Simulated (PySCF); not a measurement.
C₆H₈, SMILES C=C=CC1CC1.

Coordinates come from a PBE0-D3(BJ)/def2-SVP optimisation. One conformer was computed; it need not be the lowest.

The numbers are results of HF/def2-TZVP in PySCF, not measurements.

Isolated molecule, no solvent.

```yaml
total_energy: -231.85017 hartree
point_group: Cs
highest_occupied_level: -9.21 eV
lowest_empty_level: 3.92 eV
orbital_gap: 13.13 eV
dipole_moment: 0.121 e·Å
quadrupole, principal values (traceless, Buckingham form, about the centre of nuclear charge): -2.14, -0.07, 2.21 D·Å
mean_static_polarisability: 73.6 bohr³ (10.90 Å³)
polarisability_principal_values: 53.0, 54.3, 113.4 bohr³
```
